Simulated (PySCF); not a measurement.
PBE0 on Zr⁻ (zirconium, charge -1), [Kr] 4d3 5s2, high-spin 4F determinant. All numbers are calculated (PySCF 2.14, scalar relativity through the core potential, in aug-cc-pwCVTZ-PP with ECP28MDF (8s8p7d4f3g, 122 functions)).

```
cycle= 1 E= -46.7589331502054  delta_E= -0.0123  |g|= 0.0264  |ddm|= 2.33
cycle= 2 E= -46.7605301174435  delta_E= -0.0016  |g|= 0.0392  |ddm|= 0.372
cycle= 3 E= -46.7618409775522  delta_E= -0.00131  |g|= 0.00751  |ddm|= 0.189
cycle= 4 E= -46.7622203170479  delta_E= -0.000379  |g|= 0.00147  |ddm|= 0.228
cycle= 5 E= -46.7622465493002  delta_E= -2.62e-05  |g|= 0.000338  |ddm|= 0.0514
cycle= 6 E= -46.7622471937901  delta_E= -6.44e-07  |g|= 4.1e-05  |ddm|= 0.00753
cycle= 7 E= -46.7622471990576  delta_E= -5.27e-09  |g|= 1.44e-05  |ddm|= 0.000589
cycle= 8 E= -46.7622471993914  delta_E= -3.34e-10  |g|= 1.24e-06  |ddm|= 0.000127
converged SCF energy = -46.7622471993914  <S^2> = 3.7930149  2S+1 = 4.02145
```

Highest occupied orbital energy: 0.720 eV; ⟨L²⟩ = 12.02; populations by l: s 4.00, p 6.00, d 3.00, f 0.00.

**Question.** Can this result be used?

**Answer.** With care. Self-consistency was reached. Energies and moments cover only the electrons outside the core potential. At PBE0 the highest occupied level has a positive energy, so only the finite basis holds that electron; in a semilocal or global hybrid functional this comes from self-interaction and does not mean that the real anion is unbound.
